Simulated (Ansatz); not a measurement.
CH6AsCu⁺, that is Cu(AsH3)Me with one electron fewer. Total charge 1; doublet. Geometry B3LYP-D4/def2-SVP, that of the neutral singlet; atoms count from 1.

```xyz
9

Cu    0.190   -0.186    0.165
As   -1.218    1.213   -1.097
H    -2.510    0.678   -1.689
H    -0.718    1.882   -2.365
H    -1.823    2.461   -0.478
C     1.341   -1.334    1.204
H     2.277   -0.817    1.482
H     1.615   -2.243    0.640
H     0.846   -1.655    2.138
```

Question: Estimate the Mulliken populations from the PBE0/def2-TZVP orbitals of Ansatz.

Answer: 
```csv
atom,charge (e),spin (α − β),d electrons
Cu1,0.13,0.54,9.72
As2,0.13,-0.02,–
H3,0.17,0.00,–
H4,0.17,0.00,–
H5,0.17,0.00,–
C6,-0.36,0.50,–
H7,0.20,-0.01,–
H8,0.20,-0.01,–
H9,0.20,-0.01,–
```
Mulliken values depend strongly on the basis.

Question: Where does the spin sit?

Answer: Summed by element: Cu 0.54, As -0.02, H -0.02, C 0.50, of 1 unpaired in all. Largest on single atoms: Cu1 0.54, C6 0.50, As2 -0.02.

Question: And the Mayer bond orders between heavy atoms (over 0.3)?

Answer: Cu1–As2 0.81 (2.35 Å); Cu1–C6 0.77 (1.93 Å).
